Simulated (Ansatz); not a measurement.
`[SiH3][SnH]([SiH3])[SiH3]` + H₂ → `[SiH3][SnH2][SiH3]` + SiH₄  (hydrogenolysis of the Sn–Si bond)

Computed with Ansatz on PBE0-D4/def2-TZVP structures; ΔE is electronic, products minus reactants. CBS: MP2 limit from def2 TZ/QZ plus the TZ coupled-cluster correction, frozen cores. This one scheme is used for every species. DFT in def2-TZVPP. def2 core potentials past Kr. For Sn outer-core shells are correlated without core-valence functions, which leaves a few kJ/mol of doubt a bond.

| species | r2SCAN0 energy (Eh) |
| --- | --- |
| `[SiH3][SnH]([SiH3])[SiH3]` | -1088.76995 |
| H₂ | -1.17054 |
| `[SiH3][SnH2][SiH3]` | -798.08394 |
| SiH₄ | -291.85162 |

Problem. Work out ΔE.

Solution. ΔE = (-798.08394) + (-291.85162) − (-1088.76995) − (-1.17054) = 0.00493 Eh = +3.1 kcal/mol. CCSD(T)/CBS gives +4.2 kcal/mol.

Problem. What do rigid-rotor, harmonic-oscillator terms from PBE0-D4/def2-TZVP frequencies (298.15 K, 1 bar) make of the CCSD(T)/CBS value? (An estimate is asked.)

Solution. Computed: ΔZPE = +1.9 kcal/mol, ΔH = +4.7 kcal/mol, ΔS = 8 J/(mol·K), ΔG = +4.2 kcal/mol.

Largest T1 diagnostic among the species: 0.013.

Leaving LDA and LC-ωPBE aside and taking each functional with its dispersion term where it has one, the values, not all of them listed here, spread over 5.7 kcal/mol, from B97M-V to revPBE-D4. From PBE to PBE0 (25 % exact exchange), in def2-TZVPP and without D4, ΔE moves by −0.9 kcal/mol.
